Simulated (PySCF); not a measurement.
## BeCl from Hartree–Fock to correlated methods

State: ²Σ⁺ (doublet), unpaired electrons σ ↑. Set-up: PySCF, no relativity, basis sets Be pcseg-2, Cl pcseg-2. De refers to Be + Cl in their high-spin ground configurations, without counterpoise correction. The functionals are run spin-unrestricted. A positive dipole means Be(−)Cl(+).

```csv
Level,Re (Å),ωe (cm⁻¹),De (eV),μ (D),"CPU s a point (SCF and correlation, without the integrals)"
UHF,1.812,854,3.61,-1.32,0.097
UHF-MP2,1.802,867,4.29,n/a,0.16
UHF-SCS-MP2,1.805,862,4.04,n/a,n/a
UHF-CCSD,1.802,865,3.67,n/a,n/a
UHF-CCSD(T),1.803,864,3.76,n/a,2.8
PBE,1.811,827,4.32,-0.86,0.47
PW91,1.810,827,4.34,-0.86,0.33
BLYP,1.817,814,4.07,-0.92,0.32
r²SCAN,1.807,842,4.48,-1.00,0.71
PBE0,1.802,848,4.26,-0.99,0.69
MN15,1.803,840,4.14,-1.22,0.78
LC-ωPBE,1.796,863,4.22,-1.05,0.58
```

The bond length runs from 1.796 Å (LC-ωPBE) to 1.817 Å (BLYP). De spans 3.61 eV (UHF, mean field) to 4.48 eV (r²SCAN, meta-GGA). Correlation at CCSD(T) changes the Hartree–Fock bond energy by +0.15 eV; the triples alone change it by +0.09 eV.

Correlated steps freeze 5 core orbitals. The state is the lowest determinant that a PBE0 search found; another state may lie lower at other levels.

The whole job (state search and all levels along the bond) took about 1.4 min on 1 thread of Arm Neoverse V2 (shared host), peak memory 0.55 GiB.
